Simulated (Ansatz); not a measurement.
Start from `CC(C)(C)[N]=[Nb]([F])([F])[F]` and change one element to get `CC(C)(C)[N]=[V]([F])([F])[F]`.

Ansatz, PBE0-D4/def2-TZVP geometries, multiplicity 1. 

Elements past krypton have def2 core potentials. Scalar relativity is left out up to krypton.

| property | `CC(C)(C)[N]=[Nb]([F])([F])[F]` |
| --- | --- |
| HOMO–LUMO gap (PBE/def2-TZVPP) / eV | 4.48 |
| size of the dipole moment (B3LYP/def2-TZVPP) / D | 2.09 |
| LUMO energy (PBE/def2-TZVPP) / eV | -2.15 |
| HOMO–LUMO gap (B3LYP/def2-TZVPP) / eV | 6.20 |
| LUMO energy (B3LYP/def2-TZVPP) / eV | -1.59 |
| LUMO energy (ωB97M-V/def2-TZVPP) / eV | 0.71 |

(1) Give the same properties after the change, and the shifts. (Estimate.)

## Answers

(1) Ansatz gave: 
| property | `CC(C)(C)[N]=[V]([F])([F])[F]` | shift |
| --- | --- | --- |
| HOMO–LUMO gap (PBE/def2-TZVPP) / eV | 3.48 | -1.00 |
| size of the dipole moment (B3LYP/def2-TZVPP) / D | 4.02 | 1.93 |
| LUMO energy (PBE/def2-TZVPP) / eV | -3.57 | -1.42 |
| HOMO–LUMO gap (B3LYP/def2-TZVPP) / eV | 5.36 | -0.84 |
| LUMO energy (B3LYP/def2-TZVPP) / eV | -2.96 | -1.37 |
| LUMO energy (ωB97M-V/def2-TZVPP) / eV | -0.38 | -1.09 |

With PBE0 the HOMO falls by 0.53 eV and the LUMO falls by 1.34 eV, so the gap narrows by about 0.81 eV. PBE moves the HOMO by -0.41 eV and ωB97M-V by -0.61 eV. Dipoles are sizes alone; their direction can turn.

Positive LUMOs are unbound, so they and the gaps depend on the basis.

B3LYP here is the variant with VWN-RPA as its local correlation; programs differ in this.
